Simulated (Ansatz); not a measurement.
C4H8, charge +1, doublet, at a GFN2-xTB geometry (a state made from the parent by changing its charge; the spin is typed, not shown lowest); Ansatz (a first-principles code) with HF/3-21G.

The Ansatz input:
Ansatz 0.2 input:
```yaml
crystal:
  periodic: [false, false, false]
  atoms:
    - {symbol: C, position_ang: [-1.13674550, -0.86428819, 0.11818225]}
    - {symbol: C, position_ang: [-0.00836207, 0.06010646, 0.00664841]}
    - {symbol: C, position_ang: [1.33979571, -0.44310922, -0.25468366]}
    - {symbol: C, position_ang: [-0.21988461, 1.42244201, 0.14911790]}
    - {symbol: H, position_ang: [-1.33976952, -1.03755099, 1.18613332]}
    - {symbol: H, position_ang: [-0.93335336, -1.83665012, -0.32609883]}
    - {symbol: H, position_ang: [-2.06528762, -0.43738538, -0.26677657]}
    - {symbol: H, position_ang: [1.46197013, -1.48787502, 0.02643543]}
    - {symbol: H, position_ang: [2.11532033, 0.18319205, 0.18937314]}
    - {symbol: H, position_ang: [1.52473313, -0.39064113, -1.33885260]}
    - {symbol: H, position_ang: [0.56402530, 2.13969003, -0.04692704]}
    - {symbol: H, position_ang: [-1.17645948, 1.81631407, 0.46112372]}
basis:
  gaussian:
    orbitals: 3-21G.json
hamiltonian:
  xc: hf
total_charge: 1
magnetization: {spin_polarized: true, initial_magnetization: 1}
```
The basis file holds 3-21G in the JSON format of the Basis Set Exchange.

Output, abridged:

```
Functional definition: HF
676 factors; integrals over basis functions are off by at most 1.0e-3 eV
mean field evaluation 1: about -4213.6288 eV, gradient 2.1e1 eV
mean field evaluation 2: about -4213.9754 eV, gradient 2.1e1 eV
mean field evaluation 4: about -4216.4908 eV, gradient 2.0e0 eV
mean field evaluation 8: about -4216.5612 eV, gradient 1.8e-1 eV
mean field -4216.56232959 eV, -154.9558075239 hartree, gradient 3.2e-5 eV, S^2 0.755415; 0 other end points of the search recorded, 0 dependent functions left out
reference -4216.56232959 eV, -154.9558075239 hartree; 16, 15 occupied and 36, 37 virtual orbitals, 676 factors
Total energy: -4216.56232959 eV, -154.9558075239 hartree
```
